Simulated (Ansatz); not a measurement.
Program: Ansatz. Geometries: PBE0-D4/def2-TZVP. ΔE: electronic, gas phase. CCSD(T)/CBS adds triple-zeta CCSD(T) − MP2 to the extrapolated MP2 energy (def2 sets, frozen cores). DFT in def2-TZVPP.

Consider the dimerisation: 2 `CBCl` → `C[B@H-]1[Cl+][B@@H-](C)[Cl+]1`.

| level | ΔE (kJ/mol) |
| --- | --- |
| BLYP-D4 | 4.0 |
| BHLYP-D4 | 11.8 |
| CAM-B3LYP-D4 | 5.9 |
| CCSD(T)/def2-SVP | -0.7 |
| MP2/def2-TZVPP | -18.5 |
| HF/def2-QZVPP | 79.1 |
| SCS-MP2/def2-QZVPP | -2.2 |
| MP2/CBS(def2) | -22.7 |

**Question.** What does CCSD(T)/CBS give? (Estimate.)

**Answer.** Ansatz gave: -9.0 kJ/mol. The listed levels differ from it by 13.0, 20.8, 14.9, 8.3, -9.5, 88.1, 6.8, -13.7 kJ/mol.

Largest T1 diagnostic among the species: 0.011.

At CCSD(T), def2-SVP lies +8.4 kJ/mol from the extrapolated value and def2-TZVPP +4.2 kJ/mol. Leaving LDA and LC-ωPBE aside and taking each functional with its dispersion term where it has one, the values, not all of them listed here, spread over 40.3 kJ/mol, from revPBE-D4 to B2PLYP. LDA lies −55.1 kJ/mol from PBE without D4.

CCSD(T)/CBS has its own doubt, a few kJ/mol and more with outer-core shells, so smaller differences from it don't rank the levels.
